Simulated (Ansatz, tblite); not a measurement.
Removing and adding an electron: Ru3H6. Charge 0, multiplicity 1. Geometry: PBE0-D4/def2-SVP. Ansatz, gas phase; energy differences of separate SCF runs; the oxidised species was run as a doublet alone; the reduced species was run as a doublet alone.

```xyz
9

Ru   -1.2853    0.1506    0.4429
Ru    0.5892    0.9889   -0.7409
Ru    0.6971   -1.1400    0.2962
H     0.3052   -0.9915    1.8194
H    -1.7496    0.5515   -1.0130
H     1.0359   -0.0773   -1.8177
H    -0.5158   -2.0189   -0.2064
H    -0.9300    1.5800    1.0136
H     1.8533    0.9567    0.2059
```

In the def2 sets Ru takes a core potential; there is no spin–orbit coupling. The xTB rows come from tblite. HOMO above LUMO, or a gap near zero within one spin, warns that the state may not be the lowest or that an electron is smeared out. The order of the spin states hangs on the level: the quintet lies 0.09 eV below the singlet at PBE0-D4/def2-TZVP, but 0.02 eV above it at r2SCAN-D4/def2-TZVP. The structure comes from a short search, and lower isomers may exist.

```json
{"level": "GFN1-xTB", "−HOMO (eV)": "10.74", "vertical IE (eV)": "13.74", "−LUMO (eV)": "10.57", "vertical EA (eV)": "7.57", "HOMO–LUMO gap (eV)": "0.17", "IE − EA (eV)": "6.17", "remarks": "–"}
{"level": "GFN2-xTB", "−HOMO (eV)": "10.56", "vertical IE (eV)": "13.41", "−LUMO (eV)": "10.42", "vertical EA (eV)": "7.59", "HOMO–LUMO gap (eV)": "0.15", "IE − EA (eV)": "5.81", "remarks": "–"}
{"level": "PBE-D4/def2-TZVPD", "−HOMO (eV)": "4.54", "vertical IE (eV)": "–", "−LUMO (eV)": "3.56", "vertical EA (eV)": "1.50", "HOMO–LUMO gap (eV)": "0.97", "IE − EA (eV)": "–", "remarks": "HOMO above zero (-1 doublet), gap within one spin near zero (-1 doublet)"}
{"level": "r2SCAN-D4/def2-TZVP", "−HOMO (eV)": "4.70", "vertical IE (eV)": "7.23", "−LUMO (eV)": "3.36", "vertical EA (eV)": "–", "HOMO–LUMO gap (eV)": "1.35", "IE − EA (eV)": "–", "remarks": "spin-contaminated (⟨S²⟩ 0.90) (+1 doublet)"}
{"level": "r2SCAN-D4/def2-TZVPD", "−HOMO (eV)": "4.73", "vertical IE (eV)": "–", "−LUMO (eV)": "3.38", "vertical EA (eV)": "1.37", "HOMO–LUMO gap (eV)": "1.35", "IE − EA (eV)": "–", "remarks": "HOMO above zero (-1 doublet), spin-contaminated (⟨S²⟩ 0.94) (-1 doublet)"}
{"level": "PBE0-D4/def2-TZVP", "−HOMO (eV)": "5.83", "vertical IE (eV)": "7.37", "−LUMO (eV)": "2.58", "vertical EA (eV)": "–", "HOMO–LUMO gap (eV)": "3.25", "IE − EA (eV)": "–", "remarks": "spin-contaminated (⟨S²⟩ 0.88) (+1 doublet)"}
{"level": "PBE0-D4/def2-TZVPD", "−HOMO (eV)": "5.85", "vertical IE (eV)": "–", "−LUMO (eV)": "2.60", "vertical EA (eV)": "1.41", "HOMO–LUMO gap (eV)": "3.25", "IE − EA (eV)": "–", "remarks": "HOMO above zero (-1 doublet), spin-contaminated (⟨S²⟩ 0.96) (-1 doublet)"}
```

Run but left out: PBE-D4/def2-TZVP (charge +1 doublet: an occupied level 0.04 eV above an empty one).   A HOMO above zero means that the electron is unbound at that level or that self-interaction error raises the level; the energy of removing that electron tells which. Raw xTB energy differences between charge states are shifted by several eV; the methods need an empirical correction for them.
